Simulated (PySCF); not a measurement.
Q: Write Cartesian coordinates for InChI=1S/F2GeH3P/c1-4(2)3/h3H3 as optimised with PBE0-D3(BJ)/def2-SVP.

A: 
```xyz
7
F2GeH3P angstrom
F      1.7395   -1.2821   -0.4432
P      1.1124    0.0718   -1.0841
F      1.8685    1.1596   -0.1476
Ge    -0.8631    0.0146    0.2058
H     -0.4653   -0.1614    1.6788
H     -1.6292    1.3338    0.0075
H     -1.7289   -1.1658   -0.2666
```

Any rigid rotation of these coordinates is as good. Atoms count from 1 in this order. P2 (three-coordinate phosphorus) is pyramidal (angles 98.7°, 95.2° and 95.0°, sum 288.9°, 0.91 Å off the plane of its three neighbours). Ge4 (germanium bonded to P and 3 H) is tetrahedral (angles from 108.1° to 110.6°).

Bonds between heavy atoms (Å): F1–P2 1.624, P2–F3 1.622, P2–Ge4 2.360.

Level of theory: PBE0-D3(BJ)/def2-SVP geometry optimisation, gas phase (PySCF 2.14.0).

Point group: Cs (tolerance 0.08 Å). No PBE0-D3(BJ)/def2-SVP frequencies stand behind this structure, so it isn't proved a minimum.

The run took 19 s on one thread, Arm Neoverse V1 (aarch64), no GPU, on a shared host, and the process peaked at 0.39 GiB of memory. These figures are those of the optimisation.
